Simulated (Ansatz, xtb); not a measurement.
# BFHNS: 3 structures ranked

3 gas-phase structures of BFHNS, found in a search over its isomers (lower ones may exist). Each was relaxed with GFN2-xTB:

A. `FB1NS1`, a singlet
B. `FB=NS`, a singlet
C. `N=BSF`, a singlet

Which do you expect lowest at r2SCAN-D4/def2-SVP, and how would the others follow?

Calculated order at r2SCAN-D4/def2-SVP: A (0.000), B (0.555), C (1.709) eV.

Energies above the lowest of each column, in eV; the last columns are at PBE0-D3(BJ)/def2-SVP geometries and were run for some of them only (a dash: not run or not comparable):

```json
{"structure": "A", "GFN2-xTB": "0.346", "HF/STO-3G": "0.000", "r2SCAN-D4/def2-SVP": "0.000", "PBE0-D3(BJ)/def2-SVP": "0.000", "CCSD(T)/def2-TZVPP": "0.000"}
{"structure": "B", "GFN2-xTB": "0.000", "HF/STO-3G": "0.161", "r2SCAN-D4/def2-SVP": "0.555", "PBE0-D3(BJ)/def2-SVP": "0.567", "CCSD(T)/def2-TZVPP": "0.519"}
{"structure": "C", "GFN2-xTB": "0.999", "HF/STO-3G": "1.341", "r2SCAN-D4/def2-SVP": "1.709", "PBE0-D3(BJ)/def2-SVP": "–", "CCSD(T)/def2-TZVPP": "–"}
```

CCSD(T)/def2-TZVPP puts A lowest of those it was run on; GFN2-xTB picks B. Some further structures that were screened fall inside this span and aren't listed. Flexible structures stand in one conformer each, not always the lowest. Frequencies (PBE0-D3(BJ)/def2-SVP) were run for A, B alone.

Programs: Ansatz 0.2.0, xtb 6.7.1.
